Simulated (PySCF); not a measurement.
Gas-phase reaction: TaCl₅ + H₂O → TaOCl₃ + 2 HCl

Computed with PySCF (xtb for GFN2) and rigid-rotor harmonic-oscillator thermochemistry at 1 bar. † marks an energy on the PBE0/def2-TZVP geometry and frequencies; other levels use their own. MP2 freezes the core. All species are closed-shell singlets. Ta: scalar-relativistic def2 core potential, no spin-orbit coupling. MP2 isn't extrapolated to the basis-set limit; its ΔH°(298 K) is -3.3 kJ in def2-SVP and 27.0 kJ in def2-TZVPP. The harmonic model lacks anharmonicity and excited electronic states, which grow with temperature; levels with a mode under 35 cm⁻¹ are left out. Soft modes under 120 cm⁻¹ make the harmonic entropy rough for TaCl₅, TaOCl₃.

```json
[
 {"level": "GFN2-xTB", "ΔE electronic, kJ": "277", "ΔH°(298 K), kJ": "256", "ΔS°(298 K), J/K": "134", "ΔG°(800 K), kJ": "150"},
 {"level": "HF/def2-TZVP†", "ΔE electronic, kJ": "50", "ΔH°(298 K), kJ": "32", "ΔS°(298 K), J/K": "140", "ΔG°(800 K), kJ": "-79"},
 {"level": "M06-2X/def2-TZVP†", "ΔE electronic, kJ": "73", "ΔH°(298 K), kJ": "55", "ΔS°(298 K), J/K": "140", "ΔG°(800 K), kJ": "-56"},
 {"level": "MP2/def2-SVP†", "ΔE electronic, kJ": "15", "ΔH°(298 K), kJ": "-3", "ΔS°(298 K), J/K": "140", "ΔG°(800 K), kJ": "-114"},
 {"level": "MP2/def2-TZVPP†", "ΔE electronic, kJ": "45", "ΔH°(298 K), kJ": "27", "ΔS°(298 K), J/K": "140", "ΔG°(800 K), kJ": "-84"},
 {"level": "PBE/def2-SVP", "ΔE electronic, kJ": "63", "ΔH°(298 K), kJ": "46", "ΔS°(298 K), J/K": "141", "ΔG°(800 K), kJ": "-66"},
 {"level": "PBE0/def2-QZVP†", "ΔE electronic, kJ": "74", "ΔH°(298 K), kJ": "56", "ΔS°(298 K), J/K": "140", "ΔG°(800 K), kJ": "-55"},
 {"level": "PBE0/def2-SVP†", "ΔE electronic, kJ": "73", "ΔH°(298 K), kJ": "55", "ΔS°(298 K), J/K": "140", "ΔG°(800 K), kJ": "-56"},
 {"level": "r2SCAN/def2-TZVP†", "ΔE electronic, kJ": "75", "ΔH°(298 K), kJ": "57", "ΔS°(298 K), J/K": "140", "ΔG°(800 K), kJ": "-54"},
 {"level": "ωB97M-V/def2-TZVP†", "ΔE electronic, kJ": "69", "ΔH°(298 K), kJ": "51", "ΔS°(298 K), J/K": "140", "ΔG°(800 K), kJ": "-60"},
 {"level": "ωB97X-V/def2-TZVP†", "ΔE electronic, kJ": "58", "ΔH°(298 K), kJ": "40", "ΔS°(298 K), J/K": "140", "ΔG°(800 K), kJ": "-71"}
]
```
ΔH° is lowest at MP2/def2-SVP† and highest at GFN2-xTB. No reference value is set beside these.
